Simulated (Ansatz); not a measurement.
Consider the ligand exchange at a B–C bond: `BCCBC` + `N[SiH2][TeH]` → `B[Te][SiH2]N` + `CBCC`.

Isolated molecules relaxed with PBE0-D4/def2-TZVP in Ansatz; ΔE leaves out vibrations. CBS: MP2 limit from def2 TZ/QZ plus the TZ coupled-cluster correction, frozen cores. def2 core potentials past Kr. For Te outer-core shells are correlated without core-valence functions, which leaves a few kJ/mol of doubt a bond. One conformer a species, not always the lowest.

```json
{"species": "`BCCBC`", "CCSD(T)/CBS(def2) energy (Eh)": "-169.74101"}
{"species": "`N[SiH2][TeH]`", "CCSD(T)/CBS(def2) energy (Eh)": "-614.55865"}
{"species": "`B[Te][SiH2]N`", "CCSD(T)/CBS(def2) energy (Eh)": "-639.95878"}
{"species": "`CBCC`", "CCSD(T)/CBS(def2) energy (Eh)": "-144.37049"}
```

Question: Work out ΔE.

Answer: ΔE = (-639.95878) + (-144.37049) − (-169.74101) − (-614.55865) = -0.02961 Eh = -18.6 kcal/mol.

Largest T1 diagnostic among the species: 0.014.

Leaving LDA and LC-ωPBE aside and taking each functional with its dispersion term where it has one, the values, not all of them listed here, spread over 2.7 kcal/mol, from PBE-D4 to ωB97M-V. LDA lies +0.9 kcal/mol from PBE without D4. At CCSD(T), def2-SVP lies −1.0 kcal/mol from the extrapolated value and def2-TZVPP −0.3 kcal/mol. From PBE to PBE0 (25 % exact exchange), in def2-TZVPP and without D4, ΔE moves by +0.7 kcal/mol.
